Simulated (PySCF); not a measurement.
Vertical excitation energies

Compound: C12H10S.
Atom-mapped SMILES: `[cH:1]1[cH:2][cH:3][c:4]([S:5][c:6]2[cH:7][cH:8][cH:9][cH:10][cH:11]2)[cH:12][cH:13]1` (hydrogens: H14 on C1; H15 on C2; H16 on C3; H17 on C7; H18 on C8; H19 on C9; H20 on C10; H21 on C11; H22 on C12; H23 on C13)

Computed with PySCF, TDDFT PBE0/def2-SVPD, vertical, gas phase, core orbitals frozen in the response. The structure is a single PBE0-D3(BJ)/def2-SVP conformer in the gas phase; no vibrational or solvent corrections. Torsions of this conformer, `[cH:1]1[cH:2][cH:3][c:4]([S:5][c:6]2[cH:7][cH:8][cH:9][cH:10][cH:11]2)[cH:12][cH:13]1`: C3–C4–S5–C6 46°, C4–S5–C6–C7 -143°.

```csv
state,E (eV),ν̃ (cm⁻¹),f,"main configurations (H = HOMO, L = LUMO)"
S1,4.31,34760,0.088,"H→L (86%), H→L+1 (11%)"
S2,4.48,36140,0.156,"H→L+1 (82%), H→L (11%)"
S3,4.65,37500,0.046,H→L+2 (88%)
S4,4.86,39230,0.0036,H→L+3 (83%)
S5,5.63,45380,0.036,"H-2→L (25%), H-1→L (19%), H-3→L+1 (19%)"
S6,5.68,45790,0.051,"H-1→L (38%), H-3→L+1 (11%), H-2→L (8%)"
S7,5.81,46830,0.0023,H→L+5 (76%)
S8,5.86,47280,0.016,H→L+4 (88%)
S9,5.99,48340,0.0050,"H-2→L+2 (28%), H-1→L+1 (25%), H-1→L (18%)"
S10,6.02,48590,0.0094,"H-3→L (45%), H-2→L+1 (30%), H-2→L (11%)"
```

Triplets, Tamm–Dancoff:

```tsv
state	E (eV)	λ (nm)	main configurations (H = HOMO, L = LUMO)
T1	3.52	352.3	H→L (77%)
T2	3.73	332.8	H→L+2 (64%), H-3→L (12%)
T3	4.01	309.5	H→L+1 (86%)
T4	4.32	287.0	H→L+3 (70%), H-2→L+1 (12%)
```

The lowest singlet comes at 288 nm (416 kJ/mol) in the ultraviolet; it is of moderate strength; its leading configuration is HOMO→LUMO (86%). The strongest level in the table is S2 at 4.48 eV (277 nm, f = 0.156). Löwdin shares by element: HOMO sulfur 40%, carbon 25% or more (atoms not listed hold the other 35%); LUMO carbon 43% or more (atoms not listed hold the other 57%). Of the 10 states listed, 6 reach f = 0.01 and none stays under 0.0005. The oscillator strengths of these states sum to 0.414; summed over the whole spectrum of an exact calculation they would give the number of electrons, 98 (Thomas–Reiche–Kuhn). The listed states span 1.72 eV, and the widest gap between neighbours is 0.76 eV (S4 to S5). Singlets were solved by full linear response, triplets in the Tamm–Dancoff approximation.

The run took 94 s wall, 3.4 min CPU on 2 threads, Intel Xeon Platinum 8488C (x86_64), no GPU, shared host with 192 logical CPUs at a one-minute load of 84, and the process peaked at 2.0 GiB of memory.
